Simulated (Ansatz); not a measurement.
Geometry optimisation, RKS PBE-D4/cc-pVDZ in Ansatz.

Input:

```yaml
crystal:
  periodic: [false, false, false]
  atoms:
    - { symbol: Al, position_ang: [0.0, 0.0, 0.0] }
    - { symbol: "N", position_ang: [0.0, 0.0, 2.27] }
    - { symbol: H, position_ang: [-0.877, -0.2713, 2.8] }
    - { symbol: H, position_ang: [0.877, 0.2713, 2.8] }
    - { symbol: F, position_ang: [1.4635, 0.0, -0.845] }
    - { symbol: F, position_ang: [-1.4635, 0.0, -0.845] }
    - { symbol: Si, position_ang: [-0.3277, 2.4647, 0.8261] }
    - { symbol: H, position_ang: [-1.6846, 2.906, 0.5168] }
    - { symbol: H, position_ang: [-0.1132, 2.5276, 2.2689] }
    - { symbol: H, position_ang: [0.6318, 3.3357, 0.1537] }
    - { symbol: H, position_ang: [-0.1694, 1.2742, 2.0436] }
basis:
  gaussian: { orbitals: cc-pVDZ }
hamiltonian:
  xc: pbe
  dispersion: d4
relax:
  f_tol: 0.15
  max_steps: 25
  restrain:
    - { distance: [0, 6], at: 3.52, k: 30.0 }
    - { distance: [10, 1], at: 2.26, k: 30.0 }
    - { distance: [0, 1], at: 1.92, k: 30.0 }
    - { distance: [10, 6], at: 1.46, k: 30.0 }
```

Launched with:

```bash
$ ansatz run input.yaml --threads 4 --pin off --max-ram 5120MiB --backend cpu --events-out ev --progress --plain --runs-dir out
```

**Question.** Where does it end, and by what steps?

**Answer.** The forces met the threshold. The restraints hold the end off the free minimum; the threshold counts their pulls, which the force column leaves out. Restrained pairs: Al1–Si7 (2.62 → 3.52 Å), N2–H11 (1.31 → 2.28 Å), Al1–N2 (2.27 → 1.87 Å), Si7–H11 (1.71 → 1.49 Å). After 8 steps the energy has fallen by 2.158 eV (the restraints' own energy left out); H9 moved furthest, 1.10 Å.

```json
{"step": "0", "energy less start (eV)": "0.0000", "largest force component (eV/Å)": "3.630", "accepted": "yes"}
{"step": "1", "energy less start (eV)": "1.2619", "largest force component (eV/Å)": "2.846", "accepted": "yes"}
{"step": "2", "energy less start (eV)": "1.5228", "largest force component (eV/Å)": "2.365", "accepted": "yes"}
{"step": "3", "energy less start (eV)": "0.3391", "largest force component (eV/Å)": "2.141", "accepted": "yes"}
{"step": "4", "energy less start (eV)": "-0.7532", "largest force component (eV/Å)": "1.757", "accepted": "yes"}
{"step": "5", "energy less start (eV)": "-1.4564", "largest force component (eV/Å)": "1.320", "accepted": "yes"}
{"step": "6", "energy less start (eV)": "-1.9381", "largest force component (eV/Å)": "0.951", "accepted": "yes"}
{"step": "7", "energy less start (eV)": "-2.1154", "largest force component (eV/Å)": "1.358", "accepted": "yes"}
{"step": "8", "energy less start (eV)": "-2.1583", "largest force component (eV/Å)": "1.671", "accepted": "yes"}
```

```xyz
11
Properties=species:S:1:pos:R:3
Al 0.038 -0.377 0.207
N 0.069 -0.626 2.058
H -0.786 -0.450 2.598
H 0.885 -0.295 2.590
F 1.495 -0.219 -0.646
F -1.421 -0.434 -0.650
Si -0.389 2.984 1.150
H -1.772 3.229 0.606
H -0.257 3.587 2.526
H 0.637 3.588 0.229
H -0.160 1.521 1.323
```

Run time: 12 s on 4 threads of Arm Neoverse V2, with other jobs on the host, peak memory 0.17 GiB.
